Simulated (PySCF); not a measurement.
**Variants of one PySCF input: AsF**

Base input, run as `OMP_NUM_THREADS=1 python input.py` with PySCF 2.14:

```python
from pyscf import gto, scf, mp

mol = gto.M(
    atom='As 0 0 0; F 0 0 1.611',
    basis='6-31g*',
    charge=0,
    spin=2,
    symmetry=True,
    verbose=3,
)
mf = scf.UHF(mol)
mf.kernel()
mp.MP2(mf, frozen=10).kernel()
mf.dip_moment()
print('orbital energies (hartree):', [e[max(0, n-3):n+3].round(4) for e, n in zip(mf.mo_energy, mol.nelec)])
```

Base result: E(SCF) = -2333.328338 Eh, E(MP2) − E(SCF) = -0.38947 Eh, ⟨S²⟩ = 2.021, μz(SCF) = -1.26 D. The bond length is a typed value, not an optimised one. No search for the lowest solution was made.

Hardware: Arm Neoverse V2, 1 thread, shared host. Wall time 0.97 s, peak memory 0.12 GiB.

Each row names what differs from the base; energies in brackets are changes from the base.

```tsv
change	result	wall time (s)
step after the SCF: mp2 → optimize	E(SCF) = -2333.328338 Eh (+0.0000 eV), ⟨S²⟩ = 2.021, all at the start geometry; optimised bond 1.732 Å with E = -2333.338718 Eh after 5 steps	8
spin (2S): 2 → 6 [a high spin state]	E(SCF) = -2332.461777 Eh (+23.5803 eV), E(MP2) − E(SCF) = -0.30511 Eh, ⟨S²⟩ = 12.005, μz(SCF) = 2.14 D	0.96
electric field along z (a.u.): none → 0.001; point-group symmetry: on → off	E(SCF) = -2333.327851 Eh (+0.0133 eV), E(MP2) − E(SCF) = -0.38958 Eh, ⟨S²⟩ = 2.021, μz(SCF) = -1.21 D	1
cycle limit: 50 → 5	not converged: SCF	0.91
geometry: bond 1.611 → bond 0.3 [unsound on purpose]	E(SCF) = -2234.561006 Eh, E(MP2) − E(SCF) = -0.30520 Eh, ⟨S²⟩ = 2.033, μz(SCF) = 1.21 D	0.98
step after the SCF: mp2 → casscf; SCF type: UHF → ROHF; active space: default → 2 electrons in 4 orbitals	stops with WfnSymmetryError (Initial guess for symmetry 1 not found) after the SCF	0.92
basis set: 6-31g* → 6-31g(3d) [unsound on purpose]	stops with BasisNotFoundError (Basis set not found for As in 6-31g(3d))	0.59
geometry: bond 1.611 → bond 2.014	E(SCF) = -2333.309898 Eh (+0.5018 eV), E(MP2) − E(SCF) = -0.39937 Eh, ⟨S²⟩ = 2.017, μz(SCF) = -3.65 D	0.98
PCM solvent, dielectric constant: none → 4.71; step after the SCF: mp2 → analyze	E(SCF) = -2333.330162 Eh (-0.0496 eV), ⟨S²⟩ = 2.020, μz(SCF) = -1.45 D	2.7
geometry: bond 1.611 → bond 1.804	E(SCF) = -2333.336110 Eh (-0.2115 eV), E(MP2) − E(SCF) = -0.39484 Eh, ⟨S²⟩ = 2.019, μz(SCF) = -2.44 D	0.96
Cartesian functions: off → on	E(SCF) = -2333.332880 Eh (-0.1236 eV), E(MP2) − E(SCF) = -0.39937 Eh, ⟨S²⟩ = 2.021, μz(SCF) = -1.26 D	1.1
basis set: 6-31g* → pcseg-1	E(SCF) = -2333.298857 Eh (+0.8022 eV), E(MP2) − E(SCF) = -0.25970 Eh, ⟨S²⟩ = 2.021, μz(SCF) = -1.43 D	0.92
geometry: bond 1.611 → bond 1.724	E(SCF) = -2333.338680 Eh (-0.2814 eV), E(MP2) − E(SCF) = -0.39280 Eh, ⟨S²⟩ = 2.020, μz(SCF) = -1.96 D	0.98
point-group symmetry: on → off	E(SCF) = -2333.328338 Eh (+0.0000 eV), E(MP2) − E(SCF) = -0.38947 Eh, ⟨S²⟩ = 2.021, μz(SCF) = -1.26 D	0.92
basis set: 6-31g* → cc-pvdz	E(SCF) = -2333.595454 Eh (-7.2686 eV), E(MP2) − E(SCF) = -0.26806 Eh, ⟨S²⟩ = 2.021, μz(SCF) = -1.44 D	0.88
basis set: 6-31g* → crenbl; core potential: off → on; frozen orbitals: 10 → 0	E(SCF) = -135.523600 Eh, E(MP2) − E(SCF) = -0.43786 Eh, ⟨S²⟩ = 2.013, μz(SCF) = -2.15 D	0.84
spin (2S): 2 → 4 [a high spin state]	E(SCF) = -2333.063850 Eh (+7.1971 eV), E(MP2) − E(SCF) = -0.36952 Eh, ⟨S²⟩ = 6.010, μz(SCF) = -1.61 D	0.95
charge: 0 → 2	not converged: SCF	1.3
cycle limit: 50 → 2 [unsound on purpose]	not converged: SCF	0.91
```

Task: Order these changes by how far they move the SCF energy from the base, largest first: (1) Cartesian functions: off → on; (2) geometry: bond 1.611 → bond 1.724; (3) geometry: bond 1.611 → bond 1.804; (4) geometry: bond 1.611 → bond 2.014.

Result: (4) +0.5018 eV, (2) -0.2814 eV, (3) -0.2115 eV, (1) -0.1236 eV.
